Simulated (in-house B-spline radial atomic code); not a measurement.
**Ionising the chlorine ion Cl⁺ with different functionals**

Computed with an all-electron radial atomic-structure program (B-spline basis): non-relativistic Hamiltonian, point nucleus, spin-polarised at highest spin, spherical fractional occupations for the functionals, and exact exchange of hybrids averaged over the configuration. The ionisation energy is the difference of two self-consistent energies, [Ne] 3s2 3p4 → [Ne] 3s2 3p3, without Breit or QED terms; ε is the level of the shell that loses the electron (its least bound occupied spin orbital).

```
   method                    rung  ΔSCF (eV)  -ε(3p) (eV)
     PBE0           global hybrid      23.66        19.78
    B3LYP           global hybrid      23.89        19.58
    TPSSh           global hybrid      23.57        18.81
   M06-2X           global hybrid      24.06        21.77
BHandHLYP           global hybrid      23.73        21.28
  r2SCAN0           global hybrid      23.42        19.70
    B97-1           global hybrid      23.75        19.55
    HSE06  range-separated hybrid      23.67        19.37
    wB97X  range-separated hybrid      23.81        22.47
CAM-B3LYP  range-separated hybrid      23.92        21.41
  LC-wPBE  range-separated hybrid      23.86        22.96
```

Task: Among the functionals, which spreads more, the ΔSCF values or the orbital energies?

Result: The orbital energies: ΔSCF values span about 0.64 eV and the orbital energies 4.15 eV; here energy differences depend much less on the functional than eigenvalues do.

Task: How do they compare with the NIST value?

Result: NIST lists 23.814 eV (measured, ground level to ground level). Errors run from -0.39 to +0.25 eV; wB97X is closest (-0.00 eV), but part of that can be cancellation, since the calculations leave out relativity, Breit-QED terms, multiplet and fine-structure energies.
